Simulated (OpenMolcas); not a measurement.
## Tl II: effect of the basis set

| Item | Value |
| --- | --- |
| Program | OpenMolcas 26.06 |
| Method | CASSCF |
| Active space | 2 electrons in 4 orbitals (6s 6p) |
| State averaging | 2S+1 = 3 even, 3 roots; 2S+1 = 1 even, 7 roots; 2S+1 = 3 odd, 3 roots; 2S+1 = 1 odd, 3 roots |
| Spin-orbit coupling | RASSI with atomic mean-field integrals over the reference wave functions, term energies averaged over their components |

A. ANO-RCC-VDZP [7s6p4d2f1g], DKH2, point nucleus; cost of the order of 14 core-seconds
B. ANO-R2 [8s7p5d3f1g], X2C, finite nucleus; cost roughly 15 core-seconds
C. ANO-RCC-VTZP [8s7p5d3f2g], X2C, point nucleus; cost of the order of 40 core-seconds
D. ANO-RCC-VTZP [8s7p5d3f2g], DKH2, point nucleus; cost of the order of 28 core-seconds
E. ANO-RCC-VQZP [9s8p6d4f3g], DKH2, point nucleus; cost roughly 50 core-seconds
F. ANO-R3 [9s8p7d3f2g1h], X2C, finite nucleus; cost of the order of 27 core-seconds

Energies in eV above 6s² ¹S₀, the measured ground level; measured values from NIST Handbook of Basic Atomic Spectroscopic Data.

| Level | A | B | C | D | E | F | Measured |
| --- | --- | --- | --- | --- | --- | --- | --- |
| 6s² ¹S₀ | 0.0000 | 0.0000 | 0.0000 | 0.0000 | 0.0000 | 0.0000 | 0.0000 |
| 6s 6p ³P°₀ | 5.3788 | 5.4715 | 5.3856 | 5.3560 | 5.2833 | 5.3092 | 6.1312 |
| 6s 6p ³P°₁ | 5.7577 | 5.8048 | 5.7300 | 5.7003 | 5.6489 | 5.6857 | 6.4960 |
| 6s 6p ³P°₂ | 6.7009 | 6.6255 | 6.5805 | 6.5505 | 6.5521 | 6.6101 | 7.6533 |
| 6s 6p ¹P°₁ | 9.3076 | 9.2971 | 9.2906 | 9.2657 | 9.2644 | 9.2866 | 9.3811 |
| 6p² ³P₀ | 14.0931 | 14.2482 | 14.1035 | 14.0393 | 13.9184 | 13.9830 |  |
| 6p² ³P₁ | 14.8595 | 14.8788 | 14.7536 | 14.6890 | 14.6160 | 14.7014 |  |
| 6p² ³P₂ [69 %] | 15.3034 | 15.3017 | 15.1934 | 15.1286 | 15.0728 | 15.1617 |  |
| 6p² ¹D₂ [69 %] | 16.5698 | 16.4736 | 16.4115 | 16.3466 | 16.3382 | 16.4350 |  |
| 6p² ¹S₀ | 18.3026 | 18.2914 | 18.3071 | 18.2447 | 18.2518 | 18.3195 |  |

Deviations, from unrounded energies. A percentage is the sum of absolute deviations over the sum of measured energies, with the sign that they share, or ± where signs differ.

```
           Against measurement  Levels     A     B     C     D     E     F
mean absolute deviation (cm-1)       4  5100  5000  5400  5600  5900  5600
      other configurations (%)       4  -8.5  -8.3  -9.0  -9.4  -9.8  -9.3
```

A, B lie about equally close to measurement and E furthest from it. The largest miss of B in the table is 6s 6p ³P°₂, by -8300 cm-1. The ranking rests on the paired levels alone, and a cruder setting can come out closer through cancelling errors.

Among A to F the level of the table that moves most is 6p² ³P₀, by 2700 cm-1 (lowest in E, highest in B).

The ¹D term of p² mixes with s d, which this space lacks. Spin-orbit splittings of 6p shells tend to come out small when the coupling is added on scalar orbitals. Computed and measured levels are paired by configuration, term and J; levels that our copy of the source lacks, or whose pairing is in doubt (as where it misses far off the trend of its configuration), stay unpaired and out of the deviations. Levels of configurations outside the active space are missing.

A share in square brackets marks a mixed level and gives the weight of the term that names it, the lowest over the columns. ° marks odd parity.
